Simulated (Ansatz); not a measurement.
Isolated molecules relaxed with PBE0-D4/def2-TZVP in Ansatz; ΔE leaves out vibrations. CBS: MP2 limit from def2 TZ/QZ plus the TZ coupled-cluster correction, frozen cores. This one scheme is used for every species, atoms too. DFT in def2-TZVPP. B3LYP here is the variant with VWN-RPA as its local correlation; programs differ in this. Open shells (•) are unrestricted, without spin–orbit coupling. Spin–orbit coupling would lower the free atoms: a little for B, C, O, Si. One conformer a species, not always the lowest.

`[SiH3]BOC[SiH3]` → B• + C• + 9 H• + O• + 2 Si•  (atomization)

Problem. What is ΔE at CCSD(T)/CBS? (An estimate is asked.)

Solution. Ansatz gave: +48.94 eV.

Problem. What do these levels give: r2SCAN-D4, ωB97X-V, PBE0, B3LYP, SCS-MP2/def2-TZVPP, CCSD(T)/def2-TZVPP? (An estimate is asked.)

Solution. Computed: r2SCAN-D4 49.09, ωB97X-V 49.27, PBE0 48.47, B3LYP 48.59, SCS-MP2/def2-TZVPP 48.18, CCSD(T)/def2-TZVPP 47.80 eV.

Largest T1 diagnostic among the species: 0.015.

From PBE to PBE0 (25 % exact exchange), in def2-TZVPP and without D4, ΔE moves by −0.42 eV: exact exchange takes away binding that semilocal exchange gives to molecules. In def2-TZVPP, CCSD(T) changes the Hartree–Fock value by +10.77 eV (the triples alone add +0.54 eV) and MP2 by +10.94 eV; breaking electron pairs costs correlation energy, which Hartree–Fock lacks. The D4 term adds +0.47 eV with B3LYP and +0.25 eV with PBE0; it sums over pairs of atoms, weighted by their polarisabilities, and B3LYP, whose exchange is more repulsive, gets the larger term.

For atomizations the MP2-based limit and the directly extrapolated one differ by several kJ/mol either way, and by 10 to 25 for some Ge, Se and Sn compounds, so smaller differences from it don't rank the levels.
